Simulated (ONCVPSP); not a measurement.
## Which change was made? (S, ONCV)

ONCVPSP 4.0.1 input, shortened (lines: element, Z, core and valence counts, functional; n l f; lmax; l rc ep ncon nbas qcut; lloc lpopt rc5 dvloc0; l nproj debl; icmod fcfact rcfact), PBE, scalar-relativistic:

```
  S 16.00    1    4        4      upf
    1    0    2.00
    2    0    2.00
    2    1    6.00
    3    0    2.00
    3    1    3.75
    2
    0    0.80    0.00    4    8   17.50
    1    0.70    0.00    3    7   22.70
    2    0.80    0.22    5    9   11.60
    4    3    0.45    0.00
    0    2    3.70
    1    2    1.70
    2    2    1.50
    3    4.75    1.50
```

Cutoffs, loose and tight: the cutoffs (Ha) at which the residual kinetic energy of the hardest occupied pseudo-wave falls to 1 and 0.1 mHa per electron. They do not see the model core or the augmentation charge, which bear on the density cutoff. Test errors are all-electron minus pseudo excitation energies from the reference, over the configurations 2s2 2p6 3s2 3p4; 2s2 2p6 3s2 3p3; 2s2 2p6 3s2 3p2; 2s2 2p6 3s2 3p1; variants that change the core or the reference have their own tests.

The base gives: outcome: generated; cutoff, loose: 181 Ha; cutoff, tight: 207 Ha; bound ghosts: none; GHOST(+) flags above zero: d; largest test error (meV): +7.5.

**Question.** After one change the result is: outcome: generated; cutoff, loose: 137 Ha; cutoff, tight: 163 Ha; bound ghosts: none; GHOST(+) flags above zero: d; largest test error (meV): +7.4. Which change was it?
A. p: rc 0.9
B. core [Ne], valence charge 6; reference 3s2 3p4; waves now 3s: rc 1.15 bohr, ncon 4, nbas 7, qcut 4.9 1/bohr, local; 3p: rc 1.80 bohr, ncon 3, nbas 6, qcut 4.3 1/bohr, 2 projectors, debl 3.2 Ha; d scattering state at 0.41 Ha: rc 1.70 bohr, ncon 4, nbas 8, qcut 5.4 1/bohr, 2 projectors, debl 1.5 Ha; local potential the s channel
C. reference 2s2 2p6 3s2 3p3.5

**Answer.** A. The others give: reference 2s2 2p6 3s2 3p3.5 → outcome: generated; cutoff, loose: 181 Ha; cutoff, tight: 207 Ha; bound ghosts: none; GHOST(+) flags above zero: d; largest test error (meV): +18 | core [Ne], valence charge 6; reference 3s2 3p4; waves now 3s: rc 1.15 bohr, ncon 4, nbas 7, qcut 4.9 1/bohr, local; 3p: rc 1.80 bohr, ncon 3, nbas 6, qcut 4.3 1/bohr, 2 projectors, debl 3.2 Ha; d scattering state at 0.41 Ha: rc 1.70 bohr, ncon 4, nbas 8, qcut 5.4 1/bohr, 2 projectors, debl 1.5 Ha; local potential the s channel → outcome: generated; cutoff, loose: 61 Ha; cutoff, tight: 92 Ha; bound ghosts: none; GHOST(+) flags above zero: none; largest test error (meV): +38.
